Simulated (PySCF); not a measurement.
ClHSeZn, SMILES [SeH][Zn][Cl]. Geometry optimised at PBE0-D3(BJ)/def2-SVP. One conformer was computed; it need not be the lowest.

These are PBE0-D3(BJ)/def2-SVP (PySCF) values and carry that method's errors.

Harmonic wavenumbers (cm⁻¹): 82, 87, 253, 458, 583, 2443. Rotational constants (GHz): 233.9, 0.9928, 0.9886; symmetry number 1.

### Question
Work out the zero-point energy and the ideal-gas rigid-rotor harmonic-oscillator thermochemistry at 298.15 K and 1 atm.

### Answer
ZPE = ½ Σ hcν = ½ × 3906 cm⁻¹ = 5.58 kcal/mol. H − E(el) = 9.48 kcal/mol. Entropy in cal/(mol K): translation 41.48, rotation 24.75, vibration 10.53, total 76.76. G − E(el) = -13.40 kcal/mol. Cp = 16.04 cal/(mol K). Modes under 150 cm⁻¹ make the vibrational entropy uncertain.
